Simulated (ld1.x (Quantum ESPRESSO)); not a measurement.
**u(r) = r·R(r): atom against pseudo-atom (Fe (Z = 26))**

Columns: radius, all-electron u(r) and pseudo u(r) of the 4s shell (level -5.29 eV) of iron in the configuration [Ar] 3d6 4s2 4p0; PBE, scalar-relativistic, PAW scheme, ld1.x (Quantum ESPRESSO) 7.5.

```
r (bohr)  all-electron   pseudo
   0.150       -0.1511  -0.0568
   0.300       -0.0319  -0.1132
   0.450        0.1924  -0.1691
   0.600        0.2719  -0.2241
   0.750        0.2196  -0.2778
   0.900        0.0983  -0.3297
   1.050       -0.0445  -0.3794
   1.200       -0.1824  -0.4262
   1.350       -0.3031  -0.4696
   1.500       -0.4027  -0.5091
   1.650       -0.4810  -0.5438
   1.800       -0.5397  -0.5733
   1.950       -0.5814  -0.5969
   2.100       -0.6086  -0.6143
   2.250       -0.6236  -0.6249
   2.400       -0.6285  -0.6286
   2.550       -0.6253  -0.6253
   2.700       -0.6155  -0.6155
   2.850       -0.6004  -0.6004
   3.000       -0.5814  -0.5814
   3.150       -0.5594  -0.5594
   3.300       -0.5354  -0.5354
   3.450       -0.5099  -0.5099
   3.600       -0.4837  -0.4837
   3.750       -0.4571  -0.4571
   3.900       -0.4307  -0.4307
```

Problem. How many radial nodes do the two functions have?

Solution. The all-electron 4s function has n − l − 1 = 3 (the table is too coarse to show those close to the nucleus); the pseudo-wave has 0, since the states of the same l below it are removed with the core.

Problem. At about which radius was the pseudo-wave matched?

Solution. 2.50 bohr, where the columns begin to agree (steps of 0.15 bohr).

Problem. Is the pseudo-wave norm-conserving?

Solution. No, it belongs to a PAW set: the norm inside the radius is not constrained, and the difference is carried by the augmentation charge.
